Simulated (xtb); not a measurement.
C4H8O, SMILES C1CCOC1. All values are semi-empirical tight-binding results from xtb (GFN2-xTB unless named), good for trends rather than for accurate numbers. Geometry optimised at GFN2-xTB. The values are those of a single conformer.

Computed properties:
```yaml
point_group_as_xtb_finds_it: C2
orbital_gap: 11.03 eV
dipole_moment: 2.02 D
zero_point_energy: 71.5 kcal/mol
G − E(el) at 298.15 K (modified RRHO): 54.0 kcal/mol
static polarisability (D4 model): 51.5 bohr³
solvation energy, GFN2-xTB/ALPB(water): -1.5 kcal/mol
solvation energy, GFN2-xTB/ALPB(dmf): -4.5 kcal/mol
```

Computed IR lines (harmonic; lines under 4 % of the strongest left out, lines within 3 cm⁻¹ merged):
ν (cm⁻¹): 12 (w), 935 (w), 947 (m), 987 (m), 1085 (w), 1095 (vs), 1151 (m), 1162 (w), 1206 (w), 1313 (w), 2871 (m), 2874 (vs), 2949 (m), 2952 (s), 3001 (vs), 3026 (vs) (against the strongest line: vs over 80 %, s over 45 %, m over 15 %, w over 4 %, vw less)
